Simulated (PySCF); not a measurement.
Delta-SCF ions had no search for a lower state. Excitations are Tamm–Dancoff values on a coarser integration grid. The basis has no diffuse functions, so Rydberg states are missing or too high.

# C$_{4}$H$_{5}$BOS, SMILES `Bc1ccc(O)s1` (charge 0, multiplicity 1)

Calculation: ωB97X-D3(BJ)/def2-TZVP // PBE0-D3(BJ)/def2-SVP run with PySCF.

```json
{
 "HOMO": "-8.83 eV",
 "dipole_moment": "2.17 D",
 "HOMO–LUMO gap": "9.00 eV",
 "LUMO": "0.18 eV",
 "S1 excitation (TDA)": "4.81 eV",
 "S1 oscillator strength": "0.417",
 "brightest of the four lowest singlets (TDA)": "4.81 eV",
 "T1 excitation (TDA)": "3.01 eV",
 "S1–T1 gap (TDA)": "1.80 eV",
 "vertical ionisation energy (Delta-SCF)": "8.57 eV",
 "vertical electron affinity (Delta-SCF)": "0.07 eV",
 "total_energy": "-653.9007 Ha",
 "cost": "very roughly 9 core-minutes"
}
```

```xyz
12

B     -2.3249     0.7693     0.2778
C     -0.9043     0.2914     0.1044
C     -0.4347    -0.9017    -0.4411
C      0.9610    -1.0450    -0.4579
C      1.5906     0.0621     0.0876
O      2.9126     0.1922     0.1975
S      0.4667     1.2579     0.6105
H     -2.5720     1.8438     0.7750
H     -3.2251     0.0511    -0.0936
H     -1.1266    -1.6556    -0.8218
H      1.5147    -1.9013    -0.8418
H      3.1420     1.0359     0.6034
```
Charge 0, spin multiplicity 1.
